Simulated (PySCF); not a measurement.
Labels have come off several samples. The candidates:

A. `CC#CC#C[C@@H](F)Cl`
B. `InChI=1S/C6H4ClF/c7-5-2-1-3-6(8)4-5/h1-4H`
C. Pentafluorobenzonitrile (N#Cc1c(F)c(F)c(F)c(F)c1F)

Spectrum 1. 13C{1H} NMR (computed): δ 159.4 (C), 155.7 (C), 148.5 (C), 112.1 (C), 95.6 (C).

Spectrum 2. 13C{1H} NMR (computed): δ 173.0 (C), 147.4 (C), 136.0 (CH), 130.2 (CH), 122.8 (CH), 119.3 (CH).

Spectrum 3. 13C{1H} NMR (computed): δ 97.6 (CH), 92.6 (C), 87.8 (C), 70.5 (C), 70.0 (C), 5.6 (CH3).

Equivalent nuclei averaged, a single conformation, in vacuum, non-relativistic. GIAO PBE0/pcSseg-1 shieldings; coordinates at the GFN2-xTB level; PySCF 2.14.

Shifts are taken against calculated references (same method and geometry level): 13C vs TMS. Splittings of carbon signals by F and P are missing where no couplings were computed. Shifts are as computed. Against solution values, carbons near 30 ppm lie about +3 ppm off and those near 130 ppm about +5 ppm; carbons on Cl a further +6 ppm. Of 1211 compounds with measured shifts, 218 miss one by over three times the rms of a fit or turn the order of signals round; such compounds aren't used in these exercises. Carbons bonded to Cl come out too deshielded.

Task: Match each spectrum to its structure.

Result: 1–C, 2–B, 3–A.

- Spectrum 1 (C): 5 13C signals; δC 159.4 is an aromatic carbon bearing fluorine; δC 155.7 is an aromatic carbon bearing fluorine.
- Spectrum 2 (B): 6 13C signals; δC 173.0 is an aromatic carbon bearing fluorine; δC 136.0 is an aromatic CH.
- Spectrum 3 (A): 6 13C signals; δC 97.6 is a propargylic sp3 CH bonded to Cl and F; δC 92.6 is an alkyne carbon.
